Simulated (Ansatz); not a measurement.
Reaction (formal exchange of groups at the Si–N bond): `C[N]([SiH3])[GeH3]` + `N[SiH2]S` → `N[SiH]([SiH3])S` + `C[NH][GeH3]`

Program: Ansatz. Geometries: PBE0-D4/def2-TZVP. ΔE: electronic, gas phase. CCSD(T)/CBS is the MP2 limit (def2-TZVPP, def2-QZVPP) plus CCSD(T) − MP2 in def2-TZVPP, frozen cores. DFT in def2-TZVPP. For Ge outer-core shells are correlated without core-valence functions, which leaves a few kJ/mol of doubt a bond. Scalar relativity is left out up to krypton. Each species was taken in one conformer, which may not be the lowest.

| level | ΔE (eV) |
| --- | --- |
| revPBE | 0.31 |
| CCSD/def2-TZVPP | 0.62 |
| MP2/def2-QZVPP | 0.69 |
| SCS-MP2/def2-QZVPP | 0.70 |

What does CCSD(T)/CBS give? (An estimate is asked.)

The calculation gave: +0.59 eV. The listed levels differ from it by -0.28, 0.03, 0.10, 0.11 eV.

Largest T1 diagnostic among the species: 0.012.

Leaving LDA and LC-ωPBE aside and taking each functional with its dispersion term where it has one, the values, not all of them listed here, spread over 0.27 eV, from PBE-D4 to BHLYP-D4. LDA lies +0.08 eV from PBE without D4. From BLYP to BHLYP (50 % exact exchange), in def2-TZVPP and without D4, ΔE moves by +0.16 eV.
